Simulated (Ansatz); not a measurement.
`ClCBr` → `[CH2]Br`• + Cl• at 700 K and 1 bar (homolysis of the C–Cl bond).

Program: Ansatz. Geometries: PBE0-D4/def2-TZVP. ΔE: electronic, gas phase. CBS: MP2 limit from def2 TZ/QZ plus the TZ coupled-cluster correction, frozen cores. This one scheme is used for every species, atoms too. Open shells (•) are unrestricted, without spin–orbit coupling. Spin–orbit coupling would lower the free atoms: a little for Cl. Bonds to Br are less sure, by a few kJ/mol each and by 10 to 20 or more in all where they break to atoms, as the def2 sets lack core-valence functions. Scalar relativity is left out up to krypton.

```json
{"species": "`ClCBr`", "CCSD(T)/CBS energy (Eh)": "-3072.34323", "H − E (kJ/mol)": "114.8", "S (J/(mol·K))": "342.7"}
{"species": "`[CH2]Br`•", "CCSD(T)/CBS energy (Eh)": "-2612.50059", "H − E (kJ/mol)": "92.0", "S (J/(mol·K))": "305.0"}
{"species": "Cl•", "CCSD(T)/CBS energy (Eh)": "-459.70966", "H − E (kJ/mol)": "14.6", "S (J/(mol·K))": "186.0"}
```

H − E and S are ideal-gas, rigid-rotor, harmonic terms from PBE0-D4/def2-TZVP, with the whole ground term of open shells counted as degenerate. 1 Eh = 2625.50 kJ/mol, R = 8.31446 J/(mol·K).

Q: By hand: ΔE, ΔH, ΔS and ΔG.

A: ΔE = (-2612.50059) + (-459.70966) − (-3072.34323) = 0.13298 Eh = 349.1 kJ/mol. Δ(H − E) = 92.0 + 14.6 − 114.8 = -8.2, so ΔH = 340.9 kJ/mol. ΔS = 305.0 + 186.0 − 342.7 = 148.3 J/(mol·K). ΔG = 340.9 − 700 × (148.3)/1000 = 237.1 kJ/mol.

Q: By hand: the equilibrium constant, and the temperature at which ΔG would vanish if ΔH and ΔS stayed fixed.

A: log₁₀ K = −ΔG/(RT ln 10) = -17.7. ΔG = 0 at ΔH/ΔS = 2299 K.

The number of gas molecules changes by +1, which sets the sign of ΔS. A doubt of 5 kJ/mol in ΔE shifts log₁₀ K by 0.4 here. These are equilibria of isolated gas molecules and say nothing of rates. Largest T1 diagnostic: 0.014 (customary marks: 0.02 for closed shells, 0.045 for open ones).
